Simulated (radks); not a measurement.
Results of a calculation; reference values are marked as such.
W, 74 electrons, occupied as [Xe] 4f14 5d4 6s2.

Code: a radial shooting solver on a logarithmic mesh with Libxc functionals. Model: Dirac Kohn-Sham, LDA (Slater exchange, Perdew-Wang correlation), spin-unpolarised, spherical densities, finite nucleus; open shells fill j = l - 1/2 first; Fermi nuclear charge, rms radius 5.3658 fm.

Energy parts (eV):
| part | energy |
|---|---|
| total | -439571.25 |
| kinetic | 494879.97 |
| electron-nucleus | -1098043.90 |
| Hartree | 172178.88 |
| exchange-correlation | -8586.20 |

Orbitals (lengths in bohr, moments of r in powers of bohr; <r^-3> diverges for s and p1/2; r(max) is where P^2 peaks):
orbital  occ.  eigenvalue (eV)   r(max)      <r^2>       <r^4>  <r^-3>  small-component weight
1s1/2       2        -69312.85  0.01147  0.0004638   5.836e-07       -                7.78e-02
2s1/2       2        -11956.67  0.06592   0.007072  0.00008729       -                1.76e-02
2p1/2       2        -11440.48  0.04897   0.005045  0.00005251       -                1.77e-02
2p3/2       4        -10089.30  0.05581   0.006246  0.00007648   16310                1.60e-02
3s1/2       2        -2752.596   0.1857    0.04622    0.003230       -                5.80e-03
3p1/2       2        -2521.493   0.1738    0.04237    0.002847       -                5.75e-03
3p3/2       4        -2229.405   0.1879    0.04897    0.003761    3688                5.25e-03
3d3/2       4        -1837.733   0.1470    0.03795    0.002552   638.2                5.14e-03
3d5/2       6        -1774.152   0.1509    0.03975    0.002779   542.8                5.00e-03
4s1/2       2        -566.6508   0.4212     0.2287     0.07603       -                1.92e-03
4p1/2       2        -470.7156   0.4208     0.2356     0.08299       -                1.83e-03
4p3/2       4        -402.7841   0.4506     0.2714      0.1100   857.5                1.63e-03
4d3/2       4        -244.6338   0.4471     0.2958      0.1415   130.0                1.44e-03
4d5/2       6        -232.1148   0.4565     0.3093      0.1548   108.2                1.39e-03
5s1/2       2         -78.5545   0.9629      1.283       2.435       -                4.29e-04
5p1/2       2         -50.0505    1.033      1.574       3.830       -                3.52e-04
5p3/2       4         -40.1615    1.118      1.875       5.486   122.2                2.99e-04
4f5/2       6         -34.0448   0.4254     0.4573      0.5001   19.65                9.82e-04
4f7/2       8         -31.8039   0.4304     0.4731      0.5402   18.71                9.60e-04
6s1/2       2          -5.7930    2.658      11.55       216.2       -                4.79e-05
5d3/2       4          -4.8522    1.477      5.083       55.74   7.828                1.25e-04
5d5/2       0          -4.1338    1.529      5.642       70.12   6.145                1.15e-04

The highest occupied level is 5d3/2 at -4.852 eV. The density falls to 0.001 e/bohr^3 at r = 4.78 bohr. Summed over all electrons, <r^2> = 69.05 bohr^2, which gives a Langevin (diamagnetic) susceptibility term of -54.7 x 10^-6 cm^3/mol. The electron density at the nucleus is 1.419e+06 e/bohr^3.
